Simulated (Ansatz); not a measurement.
Consider the formal exchange of groups at a C–Si bond: `FC(F)(F)[SiH2]Cl` + `F/C=C/F` → `F/C=C(\F)C(F)(F)F` + `[SiH3]Cl`.

Isolated molecules relaxed with PBE0-D4/def2-TZVP in Ansatz; ΔE leaves out vibrations. CCSD(T)/CBS is the MP2 limit (def2-TZVPP, def2-QZVPP) plus CCSD(T) − MP2 in def2-TZVPP, frozen cores. This one scheme is used for every species. Double bonds are as drawn, so ΔE can hold a change between cis and trans. Functionals use def2-TZVPP. HSE06 is defined as in plane-wave codes.

Is it downhill or uphill in electronic energy at CCSD(T)/CBS, and by how much? (An estimate is asked.)

The calculation gave: Nearly level: ΔE = -0.3 kcal/mol.

What do these levels give: revPBE-D4, BLYP-D4, r2SCAN-D4, PBE0-D4, BHLYP-D4, r2SCANh, HSE06, BHLYP, RPA@PBE/def2-TZVPP, CCSD(T)/def2-TZVPP, HF/def2-QZVPP, CCSD/CBS(def2)? (An estimate is asked.)

The calculation gave: revPBE-D4 0.6, BLYP-D4 1.9, r2SCAN-D4 -1.2, PBE0-D4 -0.9, BHLYP-D4 -0.7, r2SCANh -1.5, HSE06 -1.0, BHLYP -1.0, RPA@PBE/def2-TZVPP -1.7, CCSD(T)/def2-TZVPP -1.5, HF/def2-QZVPP -2.6, CCSD/CBS(def2) -0.3 kcal/mol.

What do rigid-rotor, harmonic-oscillator terms from PBE0-D4/def2-TZVP frequencies (298.15 K, 1 bar) make of the CCSD(T)/CBS value? (An estimate is asked.)

Ansatz gave: ΔZPE = -0.8 kcal/mol, ΔH = -1.3 kcal/mol, ΔS = -17 J/(mol·K), ΔG = -0.1 kcal/mol. Modes under 50 cm⁻¹ make the entropy rough.

Largest T1 diagnostic among the species: 0.013.

At CCSD(T), def2-SVP lies −4.1 kcal/mol from the extrapolated value and def2-TZVPP −1.2 kcal/mol. From PBE to PBE0 (25 % exact exchange), in def2-TZVPP and without D4, ΔE moves by −1.4 kcal/mol. In def2-TZVPP, CCSD(T) changes the Hartree–Fock value by +1.0 kcal/mol (the triples alone add +0.0 kcal/mol) and MP2 by +1.0 kcal/mol.
